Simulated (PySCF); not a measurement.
Computed shifts of a molecule C5H9F, HF/pcSseg-1 (PySCF), GIAO, gas phase, equivalent atoms averaged, in ppm (number of nuclei): ¹³C: 88.8 (1), 24.1 (1), 15.0 (1), 4.5 (1), 2.4 (1). ¹⁹F: -163.7 (1). ¹H: 3.31 (1), 1.78 (3), 1.00 (1), 0.96 (1), 0.78 (1), 0.74 (1), 0.22 (1). References: ¹³C against TMS (σ = 192.6 ppm); ¹⁹F against CFCl3 (σ = 238.5 ppm); ¹H against TMS (σ = 31.99 ppm), references at their B3LYP-D3(BJ)/def2-TZVP geometries, non-relativistic. Geometry: B3LYP-D3(BJ)/def2-SVP. Other conformers were not sampled.

Task: Pick the molecule that these values belong to.
A. C=C(F)C(C)C
B. CC1(F)CCC1
C. C[C@H](F)C1CC1
D. C[C@@H]1C(F)[C@H]1C

Result: C, C[C@H](F)C1CC1
